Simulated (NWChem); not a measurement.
## disilazane (H$_{7}$NSi$_{2}$)

SMILES: [SiH3]N[SiH3]
```xyz
10

Si    -0.1137    -0.0715    -1.5845
N      0.5292     0.3225     0.0000
Si    -0.1137    -0.0715     1.5845
H      1.0065    -0.4447    -2.5204
H     -1.0492    -1.2341    -1.4115
H     -0.8749     1.0597    -2.2339
H      1.3147     0.9828     0.0000
H     -0.8749     1.0597     2.2339
H      1.0065    -0.4447     2.5204
H     -1.0492    -1.2341     1.4115
```
Charge 0, spin multiplicity 1.

All runs are NWChem calculations. The geometry was optimised at PBE/def2-SVP, a minimum by its harmonic frequencies.

Symmetry labels belong to the abelian group Cs used in the runs, with the axes of the coordinates shown.

Problem. List the lowest 4 singlet excitations that CIS/def2-SVP gives, with oscillator strengths.

Solution. 
```json
[
 {"state": "1", "symmetry": "a'", "energy (eV)": "7.77", "wavelength (nm)": "160", "f": "0.006"},
 {"state": "2", "symmetry": "a'", "energy (eV)": "9.35", "wavelength (nm)": "133", "f": "0.033"},
 {"state": "3", "symmetry": "a\"", "energy (eV)": "9.53", "wavelength (nm)": "130", "f": "0.008"},
 {"state": "4", "symmetry": "a'", "energy (eV)": "9.89", "wavelength (nm)": "125", "f": "0.029"}
]
```
